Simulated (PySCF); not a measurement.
BeH₂, SMILES [BeH2].

Coordinates come from a PBE0-D3(BJ)/def2-TZVPD optimisation. The isomer is the one that the SMILES or the coordinates give; other isomers of the formula were not compared.

Two levels are set side by side: PBE/def2-TZVPD (PySCF) and B3LYP/def2-TZVPD (PySCF). Same geometry, gas phase. Differences are taken from unrounded values.

```csv
quantity,B3LYP
orbital gap (eV),7.55
highest occupied level (eV),-8.65
lowest empty level (eV),-1.10
mean polarisability (bohr³),20.7
```

**Question.** What does PBE give, and how far is it from B3LYP? (Estimate from the structure and the level; the computed values follow.)

**Answer.** 
| quantity | PBE | PBE minus B3LYP |
|---|---|---|
| orbital gap (eV) | 5.84 | -1.71 |
| highest occupied level (eV) | -7.48 | 1.17 |
| lowest empty level (eV) | -1.64 | -0.54 |
| mean polarisability (bohr³) | 21.6 | 0.9 |

Without exact exchange PBE keeps part of each electron's self-repulsion, which lifts occupied levels and narrows the gap. PBE's more diffuse valence density responds more strongly to a field. Differences between two approximate levels are no errors against the true value.

Rough cost on one machine, each run with all the roots and properties that it gave: B3LYP against PBE within a factor of 2.
